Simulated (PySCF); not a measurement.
**Dipole response of Ge²⁺ (germanium, charge +2)**

[Ar] 3d10 4s2, closed-shell 1S. Computed with PySCF 2.14 in aug-cc-pVQZ-PP with one added diffuse shell each of s, p, d, f, g type with ECP10MDF (8s7p6d4f3g, 114 functions), with a scalar-relativistic core potential. Coupled (time-dependent) response in atomic units; α is the mean over directions.

| method | mean α (bohr³) | C₆ (like pair) | S(−4) |
| --- | --- | --- | --- |
| UHF | 11.96 | 47.28 | 70.09 |
| PBE | 10.26 | 38.72 | 49.77 |
| PBE0 | 10.69 | 40.83 | 54.64 |
| revPBE | 10.48 | 39.92 | 52.04 |
| r2SCANh | 10.72 | 42.39 | 51.23 |

S(−4) is the Cauchy moment in α(ω) = α(0) + S(−4) ω² + …

α(iu) at revPBE:

| u (hartree) | α(iu) (bohr³) |
| --- | --- |
| 0 | 10.48 |
| 0.0500 | 10.35 |
| 0.100 | 9.988 |
| 0.200 | 8.768 |
| 0.300 | 7.323 |
| 0.500 | 4.909 |
| 0.750 | 3.135 |
| 1.00 | 2.184 |
| 1.50 | 1.280 |
| 2.00 | 0.8691 |
| 3.00 | 0.4939 |
| 5.00 | 0.2265 |

A single London oscillator, α(iu) = α/(1 + u²/ω²), gives C₆ = (3/4) ω α². Matching the computed C₆ needs ω = 4 × 39.92 / (3 × 10.48²) = 0.485 hartree.

For an ion, C₆ is the dispersion term alone; charge-induced terms of lower order in 1/R come first.

Energies and moments cover only the electrons outside the core potential.
